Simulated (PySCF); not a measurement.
## Trend along the chalcogens: MCd cations

PBE with double-zeta basis sets in PySCF, for the lowest determinant that a PBE0 search found; no spin–orbit coupling. De refers to high-spin ground-configuration atoms (the charge goes to the atom of lower measured ionisation energy or higher electron affinity, which is not always the lowest computed limit). A positive dipole points towards Cd; it is taken about the centre of mass and depends on that origin.

```csv
M,basis,charged atom,state (unpaired electrons),Re (Å),ωe (cm⁻¹),De (eV),μ (D)
O,def2-SVPD,Cd+,doublet (π ↑),2.026,506,1.50,3.59
S,def2-SVP,Cd+,doublet (π ↑),2.370,320,1.98,2.28
Te,def2-SVP,Cd+,doublet (π ↑),2.674,177,2.14,3.90
```

The shortest bond is that of CdO⁺ (2.026 Å), the longest that of CdTe⁺ (2.674 Å).

The rows differ in basis set, which adds steps of its own.

Down a group the atoms grow and get heavier, so bonds lengthen and wavenumbers fall; this series shows no clear exception.

Spin–orbit coupling is left out, which matters for elements this heavy, above all for dissociation energies. For an ion De counts to the pair picked by the measured ionisation energies or electron affinities, which need not be the lowest pair at this level. States were picked by a PBE0 search and need not be the measured ground states.
